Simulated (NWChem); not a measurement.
System: SiO2 anion, doublet; SMILES of the neutral closed-shell parent [Si](=O)=O

NWChem input:

```
start job
memory heap 200 mb stack 900 mb global 1100 mb
charge -1
geometry units angstroms noautoz
  O      1.475901     0.000000    -0.273780
  Si     0.000000     0.000000     0.293347
  O     -1.475901     0.000000    -0.273780
end
basis spherical
  * library aug-cc-pvtz
end
dft
  odft
  mult 2
  xc xtpss03 ctpss03
  iterations 150
  mulliken
end
task dft energy
```

In the optimisation the excess spin sits in a1 (C2v, its own frame). Geometry: optimised at B3LYP/def2-SVPD, spin-unrestricted. This spin state was assumed; another may lie lower. No stability test was run on the SCF state. The highest occupied level is positive, so the extra electron may be held by the finite basis.

Question: What results follow from this input? (TPSS/aug-cc-pVTZ, spin-unrestricted.) Quantities: basis functions; energy (Ha); highest occupied level (eV); lowest empty minus highest occupied level, either spin (eV); <S²>.

Answer: The number of basis functions comes out as 142 and the energy (Ha) is -440.13. The highest occupied level (eV) is 0.32 and the lowest empty minus highest occupied level, either spin (eV) is 1.33. The <S²> is 0.755.
